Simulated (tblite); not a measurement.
CH3BF2.
SMILES with atom numbers: `[CH3:1][B:2]([F:3])[F:4]` (hydrogens: H5, H6, H7 on C1)

Computed with GFN2-xTB (tblite), gas phase: Langevin dynamics at 200 K from the optimised GFN2-xTB geometry, time step 0.5 fs, friction 0.01 fs⁻¹, 2000 steps. The instantaneous temperature is 2·E(kin)/(3Nk) with all 3N coordinates.

```csv
t (fs),T (K),E(pot) above start (eV),C1–B2 (Å),B2–F3 (Å),B2–F4 (Å),C1–H5 (Å)
0,162,0.000,1.571,1.318,1.319,1.085
25,120,0.119,1.564,1.318,1.337,1.070
50,168,0.106,1.567,1.316,1.345,1.076
75,208,0.111,1.552,1.315,1.327,1.124
100,213,0.121,1.585,1.310,1.336,1.107
125,204,0.052,1.565,1.310,1.355,1.083
150,155,0.124,1.554,1.319,1.332,1.090
175,188,0.059,1.533,1.317,1.345,1.064
200,151,0.112,1.550,1.346,1.327,1.080
225,199,0.080,1.543,1.362,1.319,1.105
250,228,0.098,1.554,1.345,1.325,1.069
275,233,0.088,1.566,1.350,1.313,1.092
300,210,0.062,1.551,1.339,1.307,1.101
325,253,0.060,1.578,1.328,1.324,1.073
350,238,0.075,1.570,1.305,1.298,1.085
375,346,0.099,1.638,1.309,1.318,1.076
400,312,0.079,1.580,1.305,1.305,1.093
425,192,0.100,1.580,1.291,1.337,1.086
450,178,0.108,1.578,1.296,1.337,1.046
475,198,0.092,1.555,1.319,1.340,1.099
500,69,0.105,1.537,1.306,1.347,1.125
525,134,0.071,1.606,1.307,1.342,1.077
550,99,0.130,1.562,1.300,1.320,1.053
575,244,0.097,1.566,1.309,1.344,1.117
600,146,0.061,1.568,1.305,1.336,1.117
625,130,0.074,1.545,1.348,1.319,1.079
650,157,0.063,1.576,1.328,1.347,1.071
675,89,0.080,1.527,1.307,1.311,1.111
700,162,0.058,1.574,1.332,1.330,1.127
725,139,0.038,1.555,1.314,1.319,1.083
750,151,0.033,1.580,1.316,1.333,1.089
775,116,0.044,1.562,1.306,1.333,1.107
800,127,0.098,1.588,1.297,1.324,1.100
825,115,0.097,1.565,1.308,1.326,1.060
850,197,0.063,1.593,1.314,1.325,1.098
875,166,0.136,1.580,1.317,1.321,1.144
900,312,0.101,1.584,1.342,1.317,1.080
925,200,0.222,1.593,1.315,1.316,1.007
950,320,0.096,1.557,1.333,1.322,1.093
975,269,0.176,1.548,1.321,1.324,1.161
1000,294,0.130,1.576,1.351,1.325,1.103
```

Q: From 500 fs on, how do temperature and potential energy compare with equipartition?

A: The mean temperature of these 21 frames is 173 K against the target 200 K, and the mean potential energy 0.09 eV against 15 × kT/2 = 0.13 eV for 15 classical harmonic modes. For 7 atoms in a canonical ensemble the temperature itself scatters by T·√(2/(3N)) = 62 K; here its standard deviation is 72 K. The whole run lasts only 10 friction times of 100 fs, so these averages carry a wide statistical error.

Q: What are the kinetic and total energies of the listed frame with the highest potential energy?

A: The one at 925 fs, 0.222 eV above the start. Its kinetic energy is 3NkT/2 = 0.181 eV at 200 K, so the sum is 0.40 eV; over the listed frames the sum runs from 0.15 to 0.42 eV, since the thermostat adds and removes energy.

Q: How much do the listed bonds fluctuate from 500 fs on?

A: 
| bond | at the start (Å) | mean (Å) | standard deviation (Å) |
| --- | --- | --- | --- |
| C1–B2 | 1.571 | 1.569 | 0.019 |
| B2–F3 | 1.318 | 1.318 | 0.015 |
| B2–F4 | 1.319 | 1.328 | 0.010 |
| C1–H5 | 1.085 | 1.095 | 0.033 |

The motion is classical and holds no zero-point motion.

What follows is the cost of the whole dynamics run. Time: 4.5 s wall; peak memory 0.18 GiB. Hardware: one thread, Arm Neoverse V1 (aarch64), shared host with 32 logical CPUs at a one-minute load of 20.
